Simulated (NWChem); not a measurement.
Program: NWChem. System: germanium monoxide (GeO), charge 0, spin multiplicity 1, at a geometry optimised with PBE/def2-SVP. Level: CR-EOMCCSD(T)/def2-SVPD, 10 core orbitals frozen.

The NWChem input:

```
start mol
memory heap 100 mb stack 700 mb global 1900 mb
geometry units angstroms nocenter noautoz
  Ge     0.000000     0.000000     0.329722
  O      0.000000     0.000000    -1.318888
  symmetry group C2v
end
basis spherical
  * library def2-svpd
end
scf
  rhf
  nopen 0
  maxiter 100
  thresh 1e-7
  semidirect memsize 60000000 filesize 0
end
tce
  freeze core 10
  creomsd(t)
  nroots 1
  2eorb
  2emet 13
  thresh 1e-5
  maxiter 200
  tilesize 24
end
task tce energy
```

Output (cleaned and shortened):

```
             Northwest Computational Chemistry Package (NWChem) 7.3.0
             --------------------------------------------------------

                                NWChem Input Module
                                -------------------

 Scaling coordinates for geometry "geometry" by  1.889725989
 (inverse scale =  0.529177249)

 Turning off AUTOSYM since
 SYMMETRY directive was detected!

                             Geometry "geometry" -> ""
                             -------------------------

 Output coordinates in angstroms (scale by  1.889725989 to convert to a.u.)

  No.       Tag          Charge          X              Y              Z
 ---- ---------------- ---------- -------------- -------------- --------------
    1 Ge                  32.0000     0.00000000     0.00000000     0.32972200
    2 O                    8.0000     0.00000000     0.00000000    -1.31888800

 Effective nuclear repulsion energy (a.u.)      82.1718755460

            Nuclear Dipole moment (a.u.)
            ----------------------------
        X                 Y               Z
 ---------------- ---------------- ----------------
     0.0000000000     0.0000000000     0.0000000000

      Symmetry information
      --------------------

 Group name             C2v
 Group number             16
 Group order               4
 No. of unique centers     2

      Symmetry unique atoms

     1    2


 Summary of "ao basis" -> "" (spherical)
 ------------------------------------------------------------------------------
       Tag                 Description            Shells   Functions and Types
 ---------------- ------------------------------  ------  ---------------------
 *                         def2-svpd                  on all atoms

 Summary of "ao basis" -> "ao basis" (spherical)
 ------------------------------------------------------------------------------
       Tag                 Description            Shells   Functions and Types
 ---------------- ------------------------------  ------  ---------------------
 Ge                        def2-svpd                14       38   6s4p4d
[...]
 Doubles contributions
======= CR-EOMCCSD(T) calculation ======
corresponding R0 value =     0.000000

CR-EOMCCSD(T) Intermediates cpu wall time             0.7            0.7
 creom_N i2_1 nr of boxes                   168
 creom_N i2_2 nr of boxes                   168
 creom_N i2_3 nr of boxes                   168
 creom_N i2_4 nr of boxes                   168

CR-EOMCCSD(T) triples loop cpu wall             1.6            1.6

 CR-EOMCCSD(T)  total energy / hartree       =     -2150.128594638894356
 CR-EOMCCSD(T)  excitation energy (eV)       =      4.95447

 =========================================
 Excited-state calculation ( b2  symmetry)
 =========================================
 Dim. of EOMCC iter. space      500

 EOMCCSD SOLVER TYPE  1
  maxdiff =   0.45708091154108116

 No. of initial right vectors    1

 EOM-CCSD right-hand side iterations
 --------------------------------------------------------------
      Residuum       Omega / hartree  Omega / eV    Cpu    Wall
 --------------------------------------------------------------

 Iteration   1 using    1 trial vectors
   0.5516426607944   0.3135768071171    8.53286     0.5     0.5

 Iteration   2 using    2 trial vectors
   0.1538394881442   0.2071330851968    5.63638     0.3     0.3

 Iteration   3 using    3 trial vectors
   0.0880271445837   0.1931006810371    5.25454     0.3     0.3

 Iteration   4 using    4 trial vectors
   0.0538471573241   0.1865727490729    5.07690     0.3     0.3

 Iteration   5 using    5 trial vectors
   0.0216998707337   0.1843866677384    5.01742     0.3     0.3

 Iteration   6 using    6 trial vectors
   0.0111608115052   0.1837537788503    5.00020     0.3     0.3

 Iteration   7 using    7 trial vectors
   0.0061689142415   0.1837323807058    4.99961     0.3     0.3

 Iteration   8 using    8 trial vectors
   0.0030992367496   0.1837079803672    4.99895     0.3     0.3

 Iteration   9 using    9 trial vectors
   0.0012250899595   0.1837171932938    4.99920     0.3     0.3

 Iteration  10 using   10 trial vectors
   0.0004980363523   0.1837194569613    4.99926     0.3     0.3

 Iteration  11 using   11 trial vectors
   0.0002964850934   0.1837201373786    4.99928     0.3     0.3

 Iteration  12 using   12 trial vectors
   0.0001927509595   0.1837198255639    4.99927     0.3     0.3

 Iteration  13 using   13 trial vectors
   0.0000985911138   0.1837171609346    4.99920     0.3     0.3

 Iteration  14 using   14 trial vectors
   0.0000385846678   0.1837180456990    4.99922     0.4     0.4

 Iteration  15 using   15 trial vectors
   0.0000160619596   0.1837177540842    4.99922     0.3     0.3

 Iteration  16 using   16 trial vectors
   0.0000060266854   0.1837178834050    4.99922     0.3     0.3
 --------------------------------------------------------------
 Iterations converged
 ------------------

 Excited state root  1
 Excitation energy / hartree =        0.183717883405039
                   / eV      =        4.999220095988132
 largest EOMCCSD amplitudes: R1 and R2

 Singles contributions
    21b2  (alpha) ---    17a1  (alpha)        0.2443531202
    21b2  (alpha) ---    20a1  (alpha)       -0.8669886267
    28b2  (alpha) ---    20a1  (alpha)        0.1509079940

 Doubles contributions
======= CR-EOMCCSD(T) calculation ======
corresponding R0 value =     0.000000

CR-EOMCCSD(T) Intermediates cpu wall time             0.7            0.7
 creom_N i2_1 nr of boxes                   168
 creom_N i2_2 nr of boxes                   168
 creom_N i2_3 nr of boxes                   168
 creom_N i2_4 nr of boxes                   168

CR-EOMCCSD(T) triples loop cpu wall             1.5            1.5

 CR-EOMCCSD(T)  total energy / hartree       =     -2150.128594638894356
 CR-EOMCCSD(T)  excitation energy (eV)       =      4.95447

 Task  times  cpu:       37.5s     wall:       37.5s

 Total times  cpu:       37.5s     wall:       37.5s
```
